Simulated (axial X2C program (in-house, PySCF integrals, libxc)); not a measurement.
## SnBr: from the spin-free to the two-component result

Computed with an in-house all-electron X2C program for linear molecules (integrals from PySCF). Spin-free means the one-electron spin-free X2C Hamiltonian; two-component (2c) means X2C with spin–orbit coupling and atomic mean-field two-electron Coulomb and Gaunt terms, so the difference of the two also holds small scalar two-electron terms. Basis: Sn dyall-cv3z [11s12p9d4f1g], Br dyall-cv3z [8s9p6d4f1g] (cores contracted in-house); Gaussian nuclei, density fitting, unrestricted open shells. Masses: Sn 119.902 u, Br 78.918 u.

Spin-free state: M_S = 1/2, Λ = 1 (beyond evenly filled blocks: π+α); fragments Sn + Br.

```
  level  Re (Å)  ωe (cm⁻¹)  De (eV)  μ (D)
   PBE0   2.515      244.0    3.509  -2.42
     HF   2.540      238.9    2.219  -2.98
    MP2   2.528      245.4    3.404    n/a
   CCSD   2.533      243.0    3.188    n/a
CCSD(T)   2.535      242.3    3.304    n/a
  TPSSh   2.524      239.9    3.524  -2.37
```

Correlated methods: 11 electrons correlated (number of frozen shells: Sn 4 s, 3 p, 2 d; Br 3 s, 2 p, 1 d), 273 virtual spin orbitals or spinors in MP2, 90 natural virtuals in coupled cluster.

Dipoles are positive if Br is the positive end.

(1) Within this multiplet, which Ω should lie lowest by the rule for regular and inverted multiplets?

Two-component determinant lowest at the distance of the search:

Ω = 1/2 (⟨Sz⟩ = -0.50, ⟨Lz⟩ = 1.00 at HF); fragments Sn + Br.

| level | Re (Å) | ωe (cm⁻¹) | μ (D) |
| --- | --- | --- | --- |
| PBE0 | 2.518 | 242.3 | -2.47 |
| HF | 2.543 | 237.2 | -3.03 |
| MP2 | 2.531 | 244.0 | n/a |
| CCSD | 2.536 | 241.6 | n/a |
| CCSD(T) | 2.538 | 240.9 | n/a |
| TPSSh | 2.527 | 238.3 | -2.42 |

(2) From the two tables, how do the constants change at the CCSD(T) level (2c against spin-free)?

One determinant describes the state; a PBE0 search over occupations chose it and may have missed a lower one. De is counted from the lowest determinant-based energies of the atoms at the same level, without counterpoise correction. De is not given where an atomic determinant may have missed its ground term or J level, or where the truncated virtual space spoils (T). Density functionals use the spin component along the axis (collinear). Coupled cluster ran in a truncated set of natural virtual spinors; the MP2 energy of the rest was added. (T) has no such correction and the atoms are truncated less, which lowers De at CCSD(T) by a hundredth of an eV or more. The functionals have no current-density term, which raises determinants with orbital currents, atoms included. With the outer-core shells frozen, correlated bond lengths of heavy atoms tend to come out a few hundredths of an ångström too long.

## Answers

(1) The open π shell holds one electron, so the multiplet is regular: Ω = Λ − 1/2 = 1/2. The PBE0 2c search agrees.

(2) At the CCSD(T) level Re goes up by 0.003 Å and ωe goes down by 1.4 cm⁻¹.
